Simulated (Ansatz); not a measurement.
One change: `C[SiH2][Ga]([F])[Cl]` becomes `[F][GaH][Cl]`.

Ansatz, PBE0-D4/def2-TZVP geometries, multiplicity 1. Each molecule was computed in one conformer, which needn't be the lowest.

Outer-core shells of Ga are correlated without core-valence functions. Scalar relativity is left out up to krypton. Spin–orbit coupling is left out.

| property | `C[SiH2][Ga]([F])[Cl]` |
| --- | --- |
| HOMO–LUMO gap (PBE0/def2-TZVPP) / eV | 6.66 |
| LUMO energy (PBE/def2-TZVPP) / eV | -2.43 |
| size of the dipole moment (B3LYP/def2-TZVPP) / D | 3.87 |
| HOMO energy (PBE0/def2-TZVPP) / eV | -8.36 |
| vertical ionisation energy (CCSD(T)/def2-TZVPP) / eV | 10.48 |
| HOMO energy (ωB97M-V/def2-TZVPP) / eV | -10.40 |

Problem. What does the change do to each property? (Estimate.)

Solution. Computed: 
```json
{"property": "HOMO–LUMO gap (PBE0/def2-TZVPP) / eV", "`[F][GaH][Cl]`": "7.81", "shift": "1.15"}
{"property": "LUMO energy (PBE/def2-TZVPP) / eV", "`[F][GaH][Cl]`": "-2.33", "shift": "0.10"}
{"property": "size of the dipole moment (B3LYP/def2-TZVPP) / D", "`[F][GaH][Cl]`": "2.11", "shift": "-1.76"}
{"property": "HOMO energy (PBE0/def2-TZVPP) / eV", "`[F][GaH][Cl]`": "-9.36", "shift": "-1.00"}
{"property": "vertical ionisation energy (CCSD(T)/def2-TZVPP) / eV", "`[F][GaH][Cl]`": "11.99", "shift": "1.51"}
{"property": "HOMO energy (ωB97M-V/def2-TZVPP) / eV", "`[F][GaH][Cl]`": "-11.63", "shift": "-1.23"}
```

With PBE0 the HOMO falls by 1.00 eV and the LUMO rises by 0.15 eV, so the gap widens by about 1.15 eV. PBE moves the HOMO by -0.77 eV and ωB97M-V by -1.23 eV. The zero-point energy changes by -124.0 kJ/mol with -18 modes. Dipoles are sizes alone; their direction can turn.

B3LYP here is the variant with VWN-RPA as its local correlation; programs differ in this.
